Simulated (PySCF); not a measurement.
## Krypton: a sound run and one with changed settings

Sound run: Kr⁺ [Ar] 3d10 4s2 4p5, Kr²⁺ [Ar] 3d10 4s2 4p4. Computed with PySCF 2.14 in def2-SVP (5s4p3d, 32 functions), with the non-relativistic Hamiltonian (point nucleus). In the sound run the correlated levels freeze [Ar] 3d10. The sound run starts from symmetry-adapted Hartree-Fock orbitals and uses a fine grid where one is needed.

Changed run: all electrons correlated in a basis built for the valence shell.

```tsv
species	method	sound run (hartree)	changed run (hartree)	converged
Kr⁺	MP2	-2751.28583	-2751.42118	yes
Kr²⁺	MP2	-2750.40495	-2750.53886	yes
```

Ionisation energy of Kr⁺:

```tsv
method	sound run (eV)	changed run (eV)
UHF	23.396	23.396
MP2	23.970	24.009
SCS-MP2	23.946	23.968
```

A valence basis has no tight correlating functions, so it recovers only part of the core correlation, and not evenly between atom and ion.

For comparison, NIST gives 24.360 eV between the lowest levels.
